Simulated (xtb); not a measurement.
CH2F3InO2, SMILES [OH][In]([OH])[C](F)(F)F. All values are semi-empirical tight-binding results from xtb (GFN2-xTB unless named), good for trends rather than for accurate numbers. The structure is a stationary point at GFN2-xTB. The structure was generated by enumeration; whether it is a known compound was not checked. The values are those of a single conformer.

Optimised geometry:

```xyz
9

In     0.2781     0.4669     0.4165
C     -0.6106    -1.1210    -0.9305
F     -1.9498    -1.1160    -0.8335
F     -0.1883    -2.3512    -0.6591
F     -0.3124    -0.8604    -2.2142
O      1.4349     0.0441     1.9092
H      1.6907     0.8608     2.3437
O     -0.0575     2.3674     0.1822
H     -0.6194     2.6440    -0.5400
```

For metal compounds this method's bond lengths and energies can be far off.

Estimate the properties. (An estimate is asked for; the answer gives what the named calculation found.)


- orbital gap = 3.13 eV
- zero-point energy = 22.2 kcal/mol
- G − E(el) at 298.15 K (modified RRHO) = -1.2 kcal/mol

Computed atomic charges and the Wiberg bond orders between heavy atoms:
charges (e) In1 0.36, C2 0.39, F3 -0.16, F4 -0.14, F5 -0.16, O6 -0.47, H7 0.34, O8 -0.49, H9 0.32. Bond orders In1–C2 0.50, C2–F3 0.96, C2–F4 0.98, C2–F5 0.96, In1–O6 1.04, In1–O8 1.01.
